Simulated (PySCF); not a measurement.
## Worked example: oscillator strength and radiative lifetime

Sn(F)2(Me)(OH) (CH4F2OSn), SMILES [CH3][Sn]([OH])([F])[F].

Geometry: B3LYP-D3(BJ)/def2-SVP. The structure was generated by enumeration; whether it is a known compound was not checked. The def2 effective core potentials stand for the cores of Sn; spin–orbit coupling is left out. Other conformers were not sampled.

TDA-CAM-B3LYP/def2-SVPD run with PySCF 2.14.0 puts the first singlet state with f over 0.02 at 6.36 eV (vertical), with the transition dipole (0.000, 0.000, -0.422) in atomic units.

Question: Find the oscillator strength, the wavelength and the radiative lifetime that this transition would have in vacuum if emission retraced absorption.

Answer: 
|μ|² = 0.1781 au, so |μ| = 1.07 D. ΔE = 6.36/27.211 = 0.2337 hartree. f = (2/3) ΔE |μ|² = 0.028 (the program prints 0.028).
λ = 1239.84/6.36 = 195 nm; ν = 51297 cm⁻¹.
Einstein's coefficient A = 0.6670 ν² f s⁻¹ (ν in cm⁻¹) = 4.9e7 s⁻¹, so τ = 1/A = 21 ns. This state is S1. The figure is the radiative limit of this one transition; relaxation, internal conversion, crossing to triplets and a medium change what is measured.
